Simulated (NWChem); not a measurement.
BeHOI; SMILES [I][Be][OH]

```xyz
4

Be     0.0048     1.5485     0.0000
I      0.0022    -0.6346     0.0000
O      0.0357     2.9551     0.0000
H     -0.4237     3.7991     0.0000
```
Atoms are numbered in this order, from 1.

Program: NWChem. Coordinates come from a PBE-D3(BJ)/def2-SVP optimisation. def2 effective core potentials on I; no spin-orbit coupling.

**Question.** What does the run give for PBE/def2-QZVP? Quantities: highest occupied level (eV); orbital gap (eV); dipole (D).

**Answer.** 
```
Item                         Result
---------------------------  ------
highest occupied level (eV)   -6.67
orbital gap (eV)               5.44
dipole (D)                     1.87
```
